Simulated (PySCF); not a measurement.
## Dipole response of Nb(2+) (niobium, charge +2)

[Kr] 4d2 5s1, high-spin 4F determinant (an excited configuration). All numbers are calculated (PySCF 2.14, a scalar-relativistic core potential, in aug-cc-pVTZ-PP with one added diffuse shell each of s, p, d, f, g type with ECP28MDF (7s7p6d4f3g, 113 functions)). Coupled (time-dependent) response in atomic units; α is the mean over directions.

```json
{"method": "UHF", "mean α (bohr³)": "39.51", "C₆ (like pair)": "258.5", "S(−4)": "1157"}
{"method": "PBE", "mean α (bohr³)": "29.96", "C₆ (like pair)": "188.1", "S(−4)": "581.9"}
{"method": "PBE0", "mean α (bohr³)": "31.89", "C₆ (like pair)": "201.5", "S(−4)": "684.1"}
```

S(−4) is the Cauchy moment in α(ω) = α(0) + S(−4) ω² + …

Spin-orbit coupling is absent.

α(iu) at PBE0:

```csv
u (hartree),α(iu) (bohr³)
0,31.89
0.0500,30.29
0.100,26.47
0.200,18.42
0.300,13.14
0.500,8.019
0.750,5.331
1.00,3.940
1.50,2.458
2.00,1.675
3.00,0.9017
5.00,0.3712
```

A single London oscillator, α(iu) = α/(1 + u²/ω²), gives C₆ = (3/4) ω α². Matching the computed C₆ needs ω = 4 × 201.5 / (3 × 31.89²) = 0.264 hartree.

For an ion, C₆ is the dispersion term alone; charge-induced terms of lower order in 1/R come first.

Energies and moments cover only the electrons outside the core potential.
